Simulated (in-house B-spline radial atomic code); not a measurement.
## The europium ion Eu²⁺: [Kr] 4d9 4f7 5s2 5p6 7s1 (an excited or competing configuration)

All numbers are computed (Dirac-Hartree-Fock, average of configuration; Fermi nucleus of rms radius 5.1115 fm) with a radial B-spline atomic code at the basis-set limit, not measured.

Effective charges: Z_r = [3n² - l(l+1)]/(2<r>) from the radius, Z_e = n√(-2ε) from the energy, and Slater's rules. Values are occupation-weighted means over j. An effective charge above Z reflects the relativistic contraction of the inner shells.

| shell | electrons | ε (eV) | <r> (bohr) | Z_r | Z_e | Slater |
| --- | --- | --- | --- | --- | --- | --- |
| 1s | 2 | -48839 | 0.02231 | 67.22 | 59.91 | 62.70 |
| 2s | 2 | -8164.7 | 0.09449 | 63.50 | 48.99 | 58.85 |
| 2p | 6 | -7294.9 | 0.08361 | 59.80 | 46.31 | 58.85 |
| 3s | 2 | -1871.1 | 0.2482 | 54.40 | 35.18 | 51.75 |
| 3p | 6 | -1592.1 | 0.2466 | 50.68 | 32.45 | 51.75 |
| 3d | 10 | -1207.4 | 0.2258 | 46.51 | 28.26 | 41.85 |
| 4s | 2 | -417.16 | 0.5647 | 42.50 | 22.15 | 35.25 |
| 4p | 6 | -321.61 | 0.5966 | 38.55 | 19.45 | 35.25 |
| 4d | 9 | -184.67 | 0.6512 | 32.25 | 14.74 | 24.20 |
| 5s | 2 | -79.421 | 1.368 | 27.42 | 12.08 | 12.15 |
| 5p | 6 | -52.815 | 1.563 | 23.35 | 9.85 | 12.15 |
| 4f | 7 | -39.684 | 0.843 | 21.35 | 6.83 | 15.90 |
| 7s | 1 | -9.2757 | 6.714 | 10.95 | 5.78 | 3.00 |

The least bound orbital is 7s1/2 at -9.276 eV, and it is also the most diffuse (<r> = 6.714 bohr). The part-filled 4d shell lies below the filled 5p shell in orbital energy.

Spin-orbit splittings of the orbital energies (j = l + 1/2 above j = l - 1/2 when positive): 2p 649.9 eV, 3p 135.3 eV, 3d 29.08 eV, 4p 30.25 eV, 4d 5.521 eV, 5p 4.493 eV, 4f 0.6819 eV.

For the 1s electron the small component carries 5.5 % of the norm, the zero-frequency Breit interaction raises the level by 143.4 eV, self-energy by 85.42 eV, and vacuum polarisation lowers it by 13.72 eV.
